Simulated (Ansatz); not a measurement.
H$_{9}$Si$_{4}$ (SMILES [SiH2][SiH]([SiH3])[SiH3]), doublet, geometry from GFN2-xTB, with bond 8-3 at 1.8 times its length; PBE/3-21G (Ansatz, a quantum-chemistry and plane-wave program).

Here is a job for Ansatz.
Ansatz 0.2 input:
```yaml
crystal:
  periodic: [false, false, false]
  atoms:
    - {symbol: Si, position_ang: [-0.08763084, 2.26285489, -0.27985363]}
    - {symbol: Si, position_ang: [-0.04621024, -0.01951048, -0.46716994]}
    - {symbol: Si, position_ang: [-1.84101328, -1.23982797, 0.39113207]}
    - {symbol: Si, position_ang: [1.99710993, -0.86192813, 0.24454760]}
    - {symbol: H, position_ang: [-1.30277207, 3.04123277, -0.54643716]}
    - {symbol: H, position_ang: [0.48262394, 2.89054905, 0.91755976]}
    - {symbol: H, position_ang: [-0.10284730, -0.23965091, -1.93922649]}
    - {symbol: H, position_ang: [-1.85295533, -3.81767383, -0.16947941]}
    - {symbol: H, position_ang: [-3.11411959, -0.70240098, -0.09560459]}
    - {symbol: H, position_ang: [-1.86990566, -1.12562137, 1.85282769]}
    - {symbol: H, position_ang: [2.12341897, -2.30776778, 0.05298460]}
    - {symbol: H, position_ang: [3.13661569, -0.25179273, -0.43895756]}
    - {symbol: H, position_ang: [2.18305550, -0.61482015, 1.67598739]}
basis:
  gaussian:
    orbitals: 3-21G.json
hamiltonian:
  xc: pbe
magnetization: {spin_polarized: true, initial_magnetization: 1}
scf: {lower_state_search: off}
```
The basis file holds 3-21G in the JSON format of the Basis Set Exchange.

Problem. What does Ansatz print? Leave out banner, timings and long lists.

Solution. 
```
Functional definition: PBE
these checks for a lower state are left out or cut short: stability, starts, cluster_reference, orbital_swaps, neighbouring_geometries, increment
867 factors; their error is unknown
mean field evaluation 1: about -31467.0603 eV, gradient 8.7e0 eV
mean field evaluation 2: about -31467.3979 eV, gradient 5.8e0 eV
mean field evaluation 4: about -31467.7670 eV, gradient 1.4e0 eV
mean field evaluation 8: about -31467.8034 eV, gradient 1.5e-1 eV
mean field evaluation 16: about -31467.7301 eV, gradient 8.8e-4 eV
a density is far from that of the atoms, so the factors are made again for it
819 factors; integrals over basis functions are off by at most 3.9e-5 eV
mean field -31467.72932789 eV, -1156.4177232069 hartree, gradient 7.2e-6 eV, S^2 0.842466; 0 other end points of the search recorded, 0 dependent functions left out
reference -31467.72937426 eV, -1156.4177249110 hartree; 33, 32 occupied and 37, 38 virtual orbitals, 819 factors
Total energy: -31467.72937426 eV, -1156.4177249110 hartree
Checks for a lower state left out: stability, starts, cluster_reference, orbital_swaps, neighbouring_geometries, increment
```
